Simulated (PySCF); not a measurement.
Correlation energy of As³⁺ (arsenic, charge +3)

[Ar] 3d10 4s2, closed-shell 1S. Computed with PySCF 2.14 in dyall-av2z (16s12p8d, 92 functions), with the non-relativistic Hamiltonian (point nucleus). Frozen: [Ar] 3d10; 2 electrons correlated; the 34 highest virtual orbitals of each spin left out.

With two correlated electrons CCSD is exact within the correlated space (frozen core and kept virtual orbitals).

```csv
level,correlation energy (mhartree)
CCSD,-42.05
```

Diagnostics: T1 = 0.0034, D1 = 0.0049, largest double amplitude 0.104.

Cost of the coupled-cluster step: roughly 0.9 core-seconds, for 2 correlated electrons.

Iterations:

```
CC2 = 0
CCSD nocc = 1, nmo = 44
frozen orbitals [0, 1, 2, 3, 4, 5, 6, 7, 8, 9, 10, 11, 12, 13, 58, 59, 60, 61, 62, 63, 64, 65, 66, 67, 68, 69, 70, 71, 72, 73, 74, 75, 76, 77, 78, 79, 80, 81, 82, 83, 84, 85, 86, 87, 88, 89, 90, 91]
max_cycle = 100
direct = 0
conv_tol = 1e-08
conv_tol_normt = 1e-06
diis_space = 8
diis_start_cycle = 0
Init t2, MP2 energy = -2232.22969515545  E_corr(MP2) -0.0295991471310584
Init E_corr(CCSD) = -0.0295991471314593
cycle = 1  E_corr(CCSD) = -0.0375810972432082  dE = -0.00798195011  norm(t1,t2) = 0.0412716
cycle = 2  E_corr(CCSD) = -0.0402993979133278  dE = -0.00271830067  norm(t1,t2) = 0.0161637
cycle = 3  E_corr(CCSD) = -0.0420572214722095  dE = -0.00175782356  norm(t1,t2) = 0.00665856
cycle = 4  E_corr(CCSD) = -0.0420519134981689  dE = 5.30797404e-06  norm(t1,t2) = 0.000188239
cycle = 5  E_corr(CCSD) = -0.0420534716880388  dE = -1.55818987e-06  norm(t1,t2) = 1.0964e-05
cycle = 6  E_corr(CCSD) = -0.0420526477089749  dE = 8.23979064e-07  norm(t1,t2) = 2.36039e-06
cycle = 7  E_corr(CCSD) = -0.0420527932088874  dE = -1.45499913e-07  norm(t1,t2) = 4.9154e-07
cycle = 8  E_corr(CCSD) = -0.04205278909965  dE = 4.10923747e-09  norm(t1,t2) = 3.49266e-08
CCSD converged
E(CCSD) = -2232.242148797422  E_corr = -0.04205278909964996
```
